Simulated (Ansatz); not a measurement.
Born–Oppenheimer molecular dynamics of CH9NSi2 (13 atoms, charge 0, multiplicity 1). It starts from a rough guess of a transition structure, not a stationary point.

These are results of Ansatz 0.2.0, UKS revPBE/6-31G, not measurements.

```yaml
ensemble: NVE (velocity Verlet)
time_step: 0.5 fs
steps_asked: 150
starting_velocities_drawn_for: 600 K
seed: 621300
```

First frame:

```xyz
13
Properties=species:S:1:pos:R:3
Si -0.832 0.136 0.039
Si 1.204 -0.920 1.242
N -0.324 -1.025 -1.162
H 0.594 -1.606 -0.402
H -2.176 -0.019 0.622
C -0.669 1.886 -0.682
H 2.427 -0.575 0.510
H 1.449 -0.526 2.635
H 1.143 -2.400 1.329
H -0.928 -1.693 -1.616
H 0.345 2.259 -0.579
H -1.331 2.596 -0.193
H -0.903 1.888 -1.743
```

(1) How far do the bonds stretch over the last three quarters of this one trajectory? (Pairs bonded in most of those frames.)

Results:

(1) 
```
   bond  mean (Å)  spread (Å)  shortest  longest
Si1–Si2     2.409       0.118      2.25     2.59
 Si1–N3     1.864       0.067      1.75     1.96
 Si1–H5     1.537       0.055      1.45     1.62
 Si1–C6     1.960       0.066      1.85     2.05
 Si2–H7     1.543       0.065      1.43     1.64
 Si2–H8     1.545       0.057      1.44     1.63
 Si2–H9     1.535       0.047      1.46     1.60
  N3–H4     1.119       0.146      0.86     1.34
 N3–H10     1.049       0.061      0.94     1.16
 C6–H11     1.113       0.049      1.04     1.19
 C6–H12     1.105       0.026      1.06     1.15
 C6–H13     1.115       0.039      1.04     1.18
```

Mean temperature of the second half: 1321 K. The conserved energy stayed within 2.2 meV per atom of its start (net change -0.24 meV per atom), so there is no drift, though single steps change it by up to 29 meV in the whole system, a sign of fast motions only just resolved. The system heated up, since it started high on the potential surface and ran downhill. A run of 0.075 ps of so small a system gives no equilibrium averages. The orbitals stay closed-shell, which can raise the energy where a bond breaks towards radicals; this wasn't checked here. Limits of this set-up: no polarisation functions.

The run took 13 min on 1 thread of Intel(R) Xeon(R) Processor @ 2.70GHz, with other jobs on the host, peak memory 0.15 GiB.
